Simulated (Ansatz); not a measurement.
The cluster Na5H5. Total charge 0; singlet. Geometry PBE0-D4/def2-SVP, basis def2-TZVP, Ansatz.

| atom | x (Å) | y (Å) | z (Å) |
| --- | --- | --- | --- |
| Na1 | 2.028 | -1.859 | 1.600 |
| Na2 | -2.720 | 1.701 | 0.231 |
| Na3 | 2.379 | -0.881 | -1.979 |
| Na4 | -0.577 | 1.297 | -2.824 |
| Na5 | -1.110 | -0.258 | 2.972 |
| H6 | 1.146 | 0.275 | -3.084 |
| H7 | -2.119 | 1.929 | -1.684 |
| H8 | 2.865 | -1.781 | -0.237 |
| H9 | 0.583 | -1.358 | 2.920 |
| H10 | -2.476 | 0.935 | 2.085 |

```
run  HOMO (eV)  LUMO (eV)
  A      -5.71      -0.18
  B      -5.21      -0.11
  C      -4.64      -0.64
  D      -4.80      -0.26
  E      -4.56      -0.55
```

The structure comes from a short search, and lower isomers may exist.

The runs used BLYP, PBE, PBE0, r2SCAN, r2SCANh. Estimate which is which.

A PBE0 (25 % exact exchange); B r2SCANh (10 % exact exchange); C PBE (0 % exact exchange); D r2SCAN (0 % exact exchange); E BLYP (0 % exact exchange). Exact exchange lowers occupied and raises empty levels; among semilocal functionals meta-GGAs tend to open the gap a little, and such runs are hard to tell apart. The gap grows from 4.00 eV (PBE) to 5.53 eV (PBE0).
